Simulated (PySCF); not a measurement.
**M06-L on Mn⁺ (manganese, charge +1)**

Configuration: [Ar] 3d5 4s1, high-spin 7S determinant. All numbers are calculated (PySCF 2.14, no relativity, point nucleus, in pcseg-2).

```json
{
  "Total energy": "-1150.665 hartree",
  "One-electron energy": "-1578.412 hartree",
  "Hartree (Coulomb) energy": "479.636 hartree",
  "Exchange-correlation energy": "-51.889 hartree",
  "Kinetic energy": "1150.69802 hartree",
  "⟨S²⟩": "12.0009",
  "⟨L²⟩": "0.000",
  "Sum of ⟨r⟩": "17.85 bohr",
  "Sum of ⟨r²⟩": "25.43 bohr²",
  "Density at the nucleus (Gaussians lack the cusp)": "10400 bohr⁻³",
  "Spin density at the nucleus": "5.93 bohr⁻³",
  "Langevin diamagnetic susceptibility": "-20.1 ×10⁻⁶ cm³/mol",
  "Time after the integrals": "3 s of wall time on 1 thread of Neoverse-N1 (shared host)"
}
```

```csv
shell,electrons,mean orbital energy (eV),"rms radius, mean of both spins (bohr)"
1s α,1,-6401.3,0.0713
1s β,1,-6401.2,0.0713
2s α,1,-750.28,0.306
2s β,1,-747.15,0.306
2p α,3,-641.15,0.275
2p β,3,-638.83,0.275
3s α,1,-98.071,0.923
3s β,1,-90.871,0.923
3p α,3,-66.336,0.988
3p β,3,-59.283,0.988
3d α,5,-16.614,1.32
4s α,1,-12.219,2.91
```
